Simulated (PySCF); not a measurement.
## Working out the excitation energy of B

B [He] 2s2 2p1 (2P) → B [He] 2s1 2p1 3s1 (4P). Computed with PySCF 2.14 in aug-cc-pVTZ, with the non-relativistic Hamiltonian (point nucleus). Frozen: 1s2. Energies in hartree (1 hartree = 27.21139 eV):

```json
{"part": "UHF", "B (lower)": "-24.532172", "B (upper)": "-24.235295"}
{"part": "CCSD correlation", "B (lower)": "-0.064922", "B (upper)": "-0.010124"}
{"part": "(T)", "B (lower)": "-0.001357", "B (upper)": "-0.000092"}
```

Q: What does Hartree-Fock give?

A: (-24.235295) − (-24.532172) = 0.296877 hartree = 8.078 eV.

Q: What do CCSD and CCSD(T) give?

A: The CCSD correlation energies differ by 0.054798 hartree = 1.491 eV and the triples by 0.001265 hartree = 0.034 eV, so CCSD gives 9.569 eV and CCSD(T) 9.603 eV.

The upper state lies above the first ionisation limit, but in LS coupling its spin forbids autoionisation to the ground ion. A Rydberg-like electron needs more diffuse functions than a valence basis has.
